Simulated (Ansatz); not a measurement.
## Nudged elastic band run: FHInS, charge -1

Input:

```yaml
crystal:
  periodic: [false, false, false]
  atoms:
    - { symbol: F, position_ang: [-1.676065, -0.017021, 0.87543] }
    - { symbol: In, position_ang: [0.09866, 0.04628, -0.093114] }
    - { symbol: S, position_ang: [1.765181, -1.42419, 0.401757] }
    - { symbol: H, position_ang: [-0.187777, 1.39492, -1.184082] }
total_charge: -1
basis:
  gaussian: { orbitals: def2-SVP }
hamiltonian:
  xc: pbe0
  dispersion: d4
neb:
  order_check: false
  images: 5
  f_tol: 0.05
  max_iterations: 60
  optimiser: fire
  climbing: immediate
  final_atoms:
    - { symbol: F, position_ang: [-1.74458545, -0.65336927, 1.49125245] }
    - { symbol: In, position_ang: [-1.11515266, 0.61970587, 0.01626877] }
    - { symbol: S, position_ang: [1.3034159, -0.43892054, -0.27027214] }
    - { symbol: H, position_ang: [1.55632121, 0.47257294, -1.23725808] }
  initial_path:
    images:
      - { positions_ang: [[-1.676065, -0.017021, 0.87543], [0.09866, 0.04628, -0.093114], [1.765181, -1.42419, 0.401757], [-0.187777, 1.39492, -1.184082]] }
      - { positions_ang: [[-1.78140787, -0.08153341, 0.98851514], [-0.09248136, 0.14765104, -0.08746161], [1.69945378, -1.18518762, 0.21586842], [0.17443445, 1.11905899, -1.11693095]] }
      - { positions_ang: [[-1.88675073, -0.14604581, 1.10160028], [-0.28362272, 0.24902208, -0.08180923], [1.63372655, -0.94618524, 0.02997984], [0.5366459, 0.84319797, -1.04977989]] }
      - { positions_ang: [[-1.9920936, -0.21055822, 1.21468542], [-0.47476408, 0.35039313, -0.07615684], [1.56799933, -0.70718286, -0.15590875], [0.89885735, 0.56733696, -0.98262884]] }
      - { positions_ang: [[-1.90959089, -0.3581619, 1.30687443], [-0.68822694, 0.44016404, -0.0453483], [1.47980486, -0.61776209, -0.19402988], [1.11801197, 0.53574895, -1.06750525]] }
      - { positions_ang: [[-1.82708817, -0.50576559, 1.39906344], [-0.9016898, 0.52993496, -0.01453976], [1.39161038, -0.52834132, -0.23215101], [1.33716659, 0.50416095, -1.15238167]] }
      - { positions_ang: [[-1.74458545, -0.65336927, 1.49125245], [-1.11515266, 0.61970587, 0.01626877], [1.3034159, -0.43892054, -0.27027214], [1.55632121, 0.47257294, -1.23725808]] }
```

Run as:

```bash
$ ansatz run input.yaml --threads 1 --pin off --max-ram 2048MiB --backend cpu --events-out ev --progress --plain --runs-dir out
```

Output, in part (warnings, iteration lines, the closing report on the highest movable image, with atoms numbered from 0):

```
NEB end point (image 0): max|allowed force component| = 1.533e-2 eV/Å (the criterion of neb.relax_end_points is 1.000e-2)
NEB end point (image 6): max|allowed force component| = 1.872e-2 eV/Å (the criterion of neb.relax_end_points is 1.000e-2)
NEB iter   1: max|band force component| = 5.254e0 eV/Å  barrier→ = 2.6965 eV  barrier← = 3.3183 eV  CI = image 2  Δτ_max = 0.1118 Å  (175 SCF iters)
NEB iter   2: max|band force component| = 1.967e0 eV/Å  barrier→ = 1.8800 eV  barrier← = 2.5019 eV  CI = image 2  Δτ_max = 0.1238 Å  (153 SCF iters)
NEB iter   3: max|band force component| = 3.101e0 eV/Å  barrier→ = 2.0250 eV  barrier← = 2.6469 eV  CI = image 2  Δτ_max = 0.0162 Å  (154 SCF iters)
NEB iter   4: max|band force component| = 2.288e0 eV/Å  barrier→ = 1.9231 eV  barrier← = 2.5449 eV  CI = image 2  Δτ_max = 0.0283 Å  (154 SCF iters)
NEB iter   5: max|band force component| = 1.299e0 eV/Å  barrier→ = 1.8169 eV  barrier← = 2.4388 eV  CI = image 2  Δτ_max = 0.0339 Å  (160 SCF iters)
NEB iter   6: max|band force component| = 7.998e-1 eV/Å  barrier→ = 1.7953 eV  barrier← = 2.4172 eV  CI = image 2  Δτ_max = 0.0312 Å  (159 SCF iters)
NEB iter   7: max|band force component| = 1.676e0 eV/Å  barrier→ = 1.8676 eV  barrier← = 2.4895 eV  CI = image 2  Δτ_max = 0.0016 Å  (160 SCF iters)
NEB iter   8: max|band force component| = 1.630e0 eV/Å  barrier→ = 1.8670 eV  barrier← = 2.4888 eV  CI = image 2  Δτ_max = 0.0032 Å  (105 SCF iters)
NEB iter   9: max|band force component| = 1.540e0 eV/Å  barrier→ = 1.8661 eV  barrier← = 2.4880 eV  CI = image 2  Δτ_max = 0.0047 Å  (109 SCF iters)
NEB iter  10: max|band force component| = 1.408e0 eV/Å  barrier→ = 1.8657 eV  barrier← = 2.4876 eV  CI = image 2  Δτ_max = 0.0060 Å  (121 SCF iters)
NEB iter  11: max|band force component| = 1.239e0 eV/Å  barrier→ = 1.8667 eV  barrier← = 2.4885 eV  CI = image 2  Δτ_max = 0.0072 Å  (125 SCF iters)
NEB iter  12: max|band force component| = 1.039e0 eV/Å  barrier→ = 1.8699 eV  barrier← = 2.4918 eV  CI = image 2  Δτ_max = 0.0081 Å  (127 SCF iters)
NEB iter  13: max|band force component| = 8.168e-1 eV/Å  barrier→ = 1.8763 eV  barrier← = 2.4982 eV  CI = image 2  Δτ_max = 0.0096 Å  (126 SCF iters)
NEB iter  14: max|band force component| = 7.073e-1 eV/Å  barrier→ = 1.8875 eV  barrier← = 2.5094 eV  CI = image 2  Δτ_max = 0.0110 Å  (131 SCF iters)
NEB iter  15: max|band force component| = 6.312e-1 eV/Å  barrier→ = 1.9044 eV  barrier← = 2.5262 eV  CI = image 2  Δτ_max = 0.0119 Å  (141 SCF iters)
NEB iter  16: max|band force component| = 5.606e-1 eV/Å  barrier→ = 1.9264 eV  barrier← = 2.5482 eV  CI = image 2  Δτ_max = 0.0146 Å  (138 SCF iters)
NEB iter  17: max|band force component| = 5.122e-1 eV/Å  barrier→ = 1.9507 eV  barrier← = 2.5726 eV  CI = image 2  Δτ_max = 0.0173 Å  (140 SCF iters)
NEB iter  18: max|band force component| = 4.680e-1 eV/Å  barrier→ = 1.9731 eV  barrier← = 2.5950 eV  CI = image 2  Δτ_max = 0.0200 Å  (140 SCF iters)
NEB iter  19: max|band force component| = 4.108e-1 eV/Å  barrier→ = 1.9897 eV  barrier← = 2.6116 eV  CI = image 2  Δτ_max = 0.0225 Å  (133 SCF iters)
NEB iter  20: max|band force component| = 3.700e-1 eV/Å  barrier→ = 1.9990 eV  barrier← = 2.6209 eV  CI = image 2  Δτ_max = 0.0243 Å  (136 SCF iters)
NEB iter  21: max|band force component| = 3.539e-1 eV/Å  barrier→ = 2.0023 eV  barrier← = 2.6241 eV  CI = image 2  Δτ_max = 0.0244 Å  (141 SCF iters)
NEB iter  22: max|band force component| = 3.566e-1 eV/Å  barrier→ = 1.9996 eV  barrier← = 2.6214 eV  CI = image 2  Δτ_max = 0.0023 Å  (142 SCF iters)
NEB iter  23: max|band force component| = 3.341e-1 eV/Å  barrier→ = 1.9988 eV  barrier← = 2.6207 eV  CI = image 2  Δτ_max = 0.0045 Å  (116 SCF iters)
NEB iter  24: max|band force component| = 2.919e-1 eV/Å  barrier→ = 1.9980 eV  barrier← = 2.6199 eV  CI = image 2  Δτ_max = 0.0064 Å  (118 SCF iters)
NEB iter  25: max|band force component| = 2.345e-1 eV/Å  barrier→ = 1.9980 eV  barrier← = 2.6199 eV  CI = image 2  Δτ_max = 0.0080 Å  (131 SCF iters)
NEB iter  26: max|band force component| = 1.825e-1 eV/Å  barrier→ = 1.9990 eV  barrier← = 2.6208 eV  CI = image 2  Δτ_max = 0.0089 Å  (132 SCF iters)
NEB iter  27: max|band force component| = 2.352e-1 eV/Å  barrier→ = 2.0001 eV  barrier← = 2.6219 eV  CI = image 2  Δτ_max = 0.0091 Å  (132 SCF iters)
NEB iter  28: max|band force component| = 2.374e-1 eV/Å  barrier→ = 2.0003 eV  barrier← = 2.6222 eV  CI = image 2  Δτ_max = 0.0013 Å  (131 SCF iters)
NEB iter  29: max|band force component| = 2.108e-1 eV/Å  barrier→ = 1.9999 eV  barrier← = 2.6218 eV  CI = image 2  Δτ_max = 0.0025 Å  (105 SCF iters)
NEB iter  30: max|band force component| = 1.629e-1 eV/Å  barrier→ = 1.9994 eV  barrier← = 2.6213 eV  CI = image 2  Δτ_max = 0.0035 Å  (112 SCF iters)
NEB iter  31: max|band force component| = 1.184e-1 eV/Å  barrier→ = 1.9991 eV  barrier← = 2.6210 eV  CI = image 2  Δτ_max = 0.0042 Å  (112 SCF iters)
NEB iter  32: max|band force component| = 1.188e-1 eV/Å  barrier→ = 1.9992 eV  barrier← = 2.6210 eV  CI = image 2  Δτ_max = 0.0008 Å  (116 SCF iters)
NEB iter  33: max|band force component| = 1.112e-1 eV/Å  barrier→ = 1.9991 eV  barrier← = 2.6209 eV  CI = image 2  Δτ_max = 0.0015 Å  (99 SCF iters)
NEB iter  34: max|band force component| = 9.714e-2 eV/Å  barrier→ = 1.9989 eV  barrier← = 2.6208 eV  CI = image 2  Δτ_max = 0.0021 Å  (102 SCF iters)
NEB iter  35: max|band force component| = 7.911e-2 eV/Å  barrier→ = 1.9988 eV  barrier← = 2.6207 eV  CI = image 2  Δτ_max = 0.0027 Å  (109 SCF iters)
NEB iter  36: max|band force component| = 8.302e-2 eV/Å  barrier→ = 1.9987 eV  barrier← = 2.6206 eV  CI = image 2  Δτ_max = 0.0031 Å  (105 SCF iters)
NEB iter  37: max|band force component| = 8.340e-2 eV/Å  barrier→ = 1.9986 eV  barrier← = 2.6205 eV  CI = image 2  Δτ_max = 0.0034 Å  (110 SCF iters)
NEB iter  38: max|band force component| = 7.322e-2 eV/Å  barrier→ = 1.9984 eV  barrier← = 2.6203 eV  CI = image 2  Δτ_max = 0.0041 Å  (111 SCF iters)
NEB iter  39: max|band force component| = 5.859e-2 eV/Å  barrier→ = 1.9982 eV  barrier← = 2.6200 eV  CI = image 2  Δτ_max = 0.0047 Å  (116 SCF iters)
NEB iter  40: max|band force component| = 4.992e-2 eV/Å  barrier→ = 1.9979 eV  barrier← = 2.6198 eV  CI = image 2  Δτ_max = 0.0000 Å  (253 SCF iters)
Total energy: -18731.23750023 eV, -688.3602816447 hartree
Atom 0 at    -1.956054    -0.231109     1.215182 Å, force     0.030856    -0.014826    -0.002037 eV/Å
Atom 1 at    -0.465398     0.300605    -0.035531 Å, force    -0.011310     0.016139    -0.009406 eV/Å
Atom 2 at     1.617259    -0.879204    -0.023257 Å, force    -0.020702    -0.014546     0.023958 eV/Å
Atom 3 at     0.804192     0.809697    -1.156402 Å, force     0.001156     0.013233    -0.012515 eV/Å
Dipole moment:    -0.472726     0.467284    -0.185261 e Å
```

The run converged. Neighbouring images differ by up to 1.4 eV, so the band resolves the path poorly. Another band between the same ends (5 images) ends at a top of the same energy, where a vibrational analysis finds 1 clearly imaginary mode. The orbitals stay closed-shell, which can raise the energy where a bond breaks towards radicals; this wasn't checked here. Limits of this set-up: an anion without diffuse functions, the dipole of an ion depends on the origin.

Final band (atoms are numbered from 1 in the order of the input):

| image | path coordinate (Å) | energy (kJ/mol) | In2–H4 (Å) | S3–H4 (Å) |
| --- | --- | --- | --- | --- |
| 0 | 0.00 | 0.0 | 1.76 | 3.78 |
| 1 | 0.80 | 66.3 | 1.74 | 3.06 |
| 2 | 1.60 | 192.8 | 1.77 | 2.19 |
| 3 | 1.96 | 127.3 | 1.88 | 1.78 |
| 4 | 2.32 | -11.0 | 2.15 | 1.41 |
| 5 | 2.69 | -50.6 | 2.56 | 1.35 |
| 6 | 3.08 | -60.0 | 2.95 | 1.35 |

Run time: 7 min on 1 thread of Arm Neoverse V1 (shared host), peak memory 0.13 GiB.
